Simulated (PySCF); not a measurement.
Bonding in `C[S+](C)[B-](F)(F)F`

Compound: C2H6BF3S.
SMILES with atom numbers: `[CH3:1][S+:2]([CH3:3])[B-:4]([F:5])([F:6])[F:7]` (hydrogens: H8, H9, H10 on C1; H11, H12, H13 on C3)

Cartesian coordinates in Å at the PBE0-D3(BJ)/def2-TZVP level; atoms count from 1:
```
atom  x, y, z in Å
C1    -1.3237   -0.8488   -0.3977
S2     0.2166   -0.0351   -0.8136
C3     1.3666   -0.8927    0.2590
B4    -0.0173    1.7906    0.2969
F5    -1.0321    2.3981   -0.3596
F6    -0.3217    1.3509    1.5476
F7     1.2066    2.3537    0.1677
H8    -2.1113   -0.3181   -0.9316
H9    -1.2947   -1.8873   -0.7256
H10   -1.4997   -0.7805    0.6752
H11    1.0330   -0.8162    1.2934
H12    1.4553   -1.9336   -0.0496
H13    2.3288   -0.3940    0.1477
```

Bond orders from the PBE0/pcSseg-2 density (PySCF). Isolated species at its PBE0-D3(BJ)/def2-TZVP geometry, gas phase.

(1) Where do the orders between heavy atoms depart from those drawn in the SMILES?

(2) Set the Mayer orders of the bonds between heavy atoms beside their lengths.

Results:

(1) The largest departure is 0.401, at S2–B4 (drawn single, 0.599). Drawn single, order below 0.88: S2–B4 (0.599). The SMILES, with its formal charges, is one Lewis structure only.

(2) 
| bond | drawn as | length (Å) | Mayer order |
| --- | --- | --- | --- |
| C1–S2 | single | 1.791 | 0.928 |
| S2–C3 | single | 1.791 | 0.928 |
| S2–B4 | single | 2.150 | 0.599 |
| B4–F5 | single | 1.353 | 0.984 |
| B4–F6 | single | 1.360 | 0.953 |
| B4–F7 | single | 1.353 | 0.983 |

By pair of heavy elements: C–S: all 2 within 0.02 of one another (0.928 to 0.928). B–F: lowest B4–F6 (0.953, 1.360 Å), highest B4–F5 and B4–F7 (0.984, 1.353 Å). Bonds named together lie within 0.004.

Question: And the bonds to hydrogen?

Answer: C–H: 0.98 to 0.99 (6 bonds).

Question: Sum the orders of all bonds at each heavy atom with more than one neighbour and set the sums beside the valence in the SMILES.

Answer: C1 3.884 (drawn 4), S2 2.455 (drawn 3), C3 3.884 (drawn 4), B4 3.519 (drawn 4). Orders between atoms that aren't bonded are not in these sums.

Mayer orders depend on the basis set.
